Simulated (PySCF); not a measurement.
Job file and geometry (Å, from GFN2-xTB) of an NMR shielding run on `[Si+](CC#CC)(C)CF`, [C₆H₁₀FSi]+, GIAO PBE0/pcSseg-1 NMR shielding, non-relativistic, gas phase in PySCF 2.14.0, density-fitted response routines; density fitting, a coarse starting grid and PySCF grid level 2 are the driver's defaults:

```
$ OMP_NUM_THREADS=1 python probes_run.py task.json out

{"job": {"kind": "nmr", "xc": "PBE0", "basis": "pcSseg-1"}, "charge": 1, "multiplicity": 1}
C      3.389614     1.461736    -0.749035
C      2.171895     0.762451    -1.064189
C      1.162668     0.180199    -1.348932
C     -0.053162    -0.539290    -1.717823
Si    -1.282874    -0.486483    -0.279542
C     -1.775401     1.008255     0.740677
C     -2.035298    -2.169688     0.251561
F     -2.878261    -1.933138     1.306562
H      3.983816     1.590947    -1.652035
H      3.969999     0.896959    -0.021391
H      3.157480     2.442914    -0.337807
H      0.209747    -1.572254    -1.984678
H     -0.467277    -0.072139    -2.618589
H     -0.899984     1.553793     1.098705
H     -2.374957     1.713320     0.160827
H     -2.369081     0.707227     1.609671
H     -1.284795    -2.890246     0.598020
H     -2.632888    -2.648245    -0.533178
```

Task: Write the output of this run.

Result: 
```
coarse grid: 15432 points
cycle   1  E = -622.9227187454  dE =  1.054e+00  |g| = 6.624e-01  |ddm| = 4.202e+00
cycle   2  E = -622.5702481102  dE =  3.525e-01  |g| = 1.243e+00  |ddm| = 1.968e+00
cycle   3  E = -623.0158044985  dE = -4.456e-01  |g| = 2.234e-01  |ddm| = 1.558e+00
cycle   4  E = -623.0295903586  dE = -1.379e-02  |g| = 8.326e-02  |ddm| = 3.597e-01
cycle   5  E = -623.0301901799  dE = -5.998e-04  |g| = 6.045e-02  |ddm| = 9.694e-02
cycle   6  E = -623.0310665142  dE = -8.763e-04  |g| = 1.267e-02  |ddm| = 5.174e-02
cycle   7  E = -623.0311055971  dE = -3.908e-05  |g| = 2.517e-03  |ddm| = 1.203e-02
cycle   8  E = -623.0311072771  dE = -1.680e-06  |g| = 8.739e-04  |ddm| = 3.325e-03
final grid: 144504 points
cycle   9  E = -623.0857144227  dE = -3.424e-05  |g| = 9.329e-03  |ddm| = 3.495e-02
cycle  10  E = -623.0857094249  dE =  4.998e-06  |g| = 1.096e-02  |ddm| = 1.530e-02
cycle  11  E = -623.0857349482  dE = -2.552e-05  |g| = 1.273e-03  |ddm| = 7.837e-03
cycle  12  E = -623.0857351988  dE = -2.506e-07  |g| = 2.341e-04  |ddm| = 1.070e-03
cycle  13  E = -623.0857352044  dE = -5.542e-09  |g| = 1.498e-04  |ddm| = 2.796e-04
cycle  14  E = -623.0857352096  dE = -5.267e-09  |g| = 4.562e-05  |ddm| = 1.368e-04
cycle  15  E = -623.0857352101  dE = -4.801e-10  |g| = 8.194e-06  |ddm| = 4.480e-05
converged SCF energy = -623.0857352101

GIAO shielding tensors (ppm)
atom      isotropic    diamagn.    paramagn.     s11        s22        s33       span
  0 C      182.028     255.556     -73.529    172.400    174.622    199.060     26.660
  1 C       80.775     268.408    -187.633    -15.820     -0.350    258.497    274.317
  2 C      126.237     264.925    -138.689     42.642     67.963    268.105    225.462
  3 C      164.012     257.890     -93.878    138.650    166.654    186.734     48.084
  4 Si     -42.528     881.474    -924.001   -276.148   -126.435    275.000    551.149
  5 C      176.911     258.122     -81.212    141.343    192.391    196.998     55.655
  6 C       94.770     251.321    -156.551     70.167     74.842    139.301     69.134
  7 F      457.551     469.310     -11.760    412.336    471.775    488.541     76.205
  8 H       29.215      24.909       4.306     24.039     27.060     36.546     12.507
  9 H       29.376      30.186      -0.810     24.309     27.495     36.325     12.015
 10 H       29.466      30.896      -1.430     24.253     27.820     36.325     12.073
 11 H       27.674      29.384      -1.710     22.715     26.908     33.399     10.684
 12 H       28.047      28.023       0.024     22.937     26.628     34.576     11.638
 13 H       29.067      33.037      -3.970     24.026     27.209     35.965     11.939
 14 H       29.713      28.360       1.353     25.070     26.357     37.714     12.644
 15 H       28.205      28.691      -0.487     23.496     27.057     34.061     10.565
 16 H       25.710      29.242      -3.532     22.006     25.526     29.599      7.594
 17 H       25.728      26.421      -0.693     21.803     25.707     29.675      7.871
```

Task: Turn these shieldings into chemical shifts. Chemical shifts δ = σref − σ; $^{13}$C (σ = 186.93 ppm), $^{29}$Si (σ = 349.16 ppm), $^{1}$H (σ = 31.72 ppm) vs TMS; $^{19}$F (σ = 170.95 ppm) vs CFCl3, all at this level.

Result: Averaging equivalent atoms: C 1: 106.1; C 6: 92.2; C 2: 60.7; C 3: 22.9; C 5: 10.0; C 0: 4.9; Si 4: 391.7; F 7: -286.6; H 16/17: 6.00; H 11/12: 3.86; H 13/14/15: 2.72; H 8/9/10: 2.36 ppm. Unscaled 19F shifts against computed CFCl3 carry errors that often reach 10 to 50 ppm.

Size and cost of the density-fitted run: 193 basis functions, about 80 core-seconds.
